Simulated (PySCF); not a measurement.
Zr(Me)(H)3 (CH₆Zr), SMILES [ZrH3][CH3], multiplicity 1.

The structure is a stationary point at B3LYP-D3(BJ)/def2-TZVP. The spin state was assumed, not searched. The structure was generated by enumeration; whether it is a known compound was not checked. The def2 effective core potentials stand for the cores of Zr; spin–orbit coupling is left out.

These are HF/def2-TZVPD (PySCF) values and carry that method's errors.

Gas-phase values at a fixed geometry.

Computed frontier levels, gap, dipole moment and polarisability:
```yaml
highest_occupied_level: -11.20 eV
lowest_empty_level: 1.13 eV
orbital_gap: 12.33 eV
dipole_moment: 0.90 D
quadrupole, principal values (traceless, Buckingham form, about the centre of nuclear charge): -1.10, -1.10, 2.20 D·Å
mean_static_polarisability: 60.5 bohr³ (8.97 Å³)
polarisability_principal_values: 57.2, 57.2, 67.2 bohr³
```
